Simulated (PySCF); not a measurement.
**Electronic structure of Ne⁺ (neon, charge +1) at the CAM-B3LYP level**

Configuration: [He] 2s1 2p5 3d1, one real determinant (an excited configuration). All numbers are calculated (PySCF 2.14, scalar relativity by spin-free X2C-1e, in x2c-QZVPPall with one added diffuse shell each of s, p, d, f type (8s5p4d3f1g, 73 functions)).

- Total energy: -125.9842 hartree
- One-electron energy: -169.3602 hartree
- Hartree (Coulomb) energy: 54.9284 hartree
- Exchange-correlation energy: -11.5525 hartree
- ⟨S²⟩: 3.7512
- ⟨L²⟩: 8.001
- Sum of ⟨r⟩: 7.751 bohr
- Sum of ⟨r²⟩: 11.96 bohr²
- Traceless quadrupole moment −½Σ⟨3z² − r²⟩ along its main axis: -1.47 e·bohr²
- Langevin diamagnetic susceptibility: -9.47 ×10⁻⁶ cm³/mol

```json
{"shell": "1s α", "electrons": "1", "mean orbital energy (eV)": "-885.54", "spread (eV)": "0", "rms radius, mean of both spins (bohr)": "0.183"}
{"shell": "1s β", "electrons": "1", "mean orbital energy (eV)": "-882.69", "spread (eV)": "0", "rms radius, mean of both spins (bohr)": "0.183"}
{"shell": "2s α", "electrons": "1", "mean orbital energy (eV)": "-74.747", "spread (eV)": "0", "rms radius, mean of both spins (bohr)": "0.905"}
{"shell": "2p α", "electrons": "3", "mean orbital energy (eV)": "-50.217", "spread (eV)": "2.941", "rms radius, mean of both spins (bohr)": "0.926"}
{"shell": "2p β", "electrons": "2", "mean orbital energy (eV)": "-44.958", "spread (eV)": "0", "rms radius, mean of both spins (bohr)": "0.926"}
{"shell": "3d α", "electrons": "1", "mean orbital energy (eV)": "-0.384", "spread (eV)": "0", "rms radius, mean of both spins (bohr)": "2.60"}
```

⟨L²⟩ = 8.00 against 12 for a pure F term, so this real determinant mixes terms. The outer electron is Rydberg-like, and this basis confines it to a smaller radius and binds it less than a complete one would.
